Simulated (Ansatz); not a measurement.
Mulliken charges of ClFGeH₄SSi, SMILES `[F][Ge]([SiH3])([SH])[Cl]` from r2SCAN/def2-TZVPP in Ansatz (PBE0-D4/def2-TZVP geometry).

| atom | x (Å) | y (Å) | z (Å) | charge (e) |
| --- | --- | --- | --- | --- |
| F1 | 2.149 | 0.135 | -0.734 | -0.365 |
| Ge2 | 0.484 | -0.368 | -0.745 | 0.772 |
| Si3 | -0.397 | -0.016 | 1.444 | 0.157 |
| S4 | -0.526 | 0.632 | -2.431 | -0.278 |
| Cl5 | 0.512 | -2.445 | -1.269 | -0.297 |
| H6 | 0.490 | -0.687 | 2.422 | -0.030 |
| H7 | -1.763 | -0.591 | 1.471 | -0.031 |
| H8 | -0.440 | 1.449 | 1.680 | -0.041 |
| H9 | -0.420 | 1.844 | -1.857 | 0.113 |

By hand: the dipole of these point charges (1 e Å = 4.8032 D).

Σ q r = (-0.468, 0.402, 0.575) e Å, of length 0.843 e Å = 4.05 D.

How does the dipole of the full density compare? (An estimate is asked.)

The calculation gave: (-0.386, 0.312, 0.435) e Å, 3.17 D; the point charges give 1.28 times that, at 2° from its direction.

Point charges leave out the atoms' own dipoles, such as those of lone pairs, and Mulliken's split depends on the basis, so the two needn't agree.
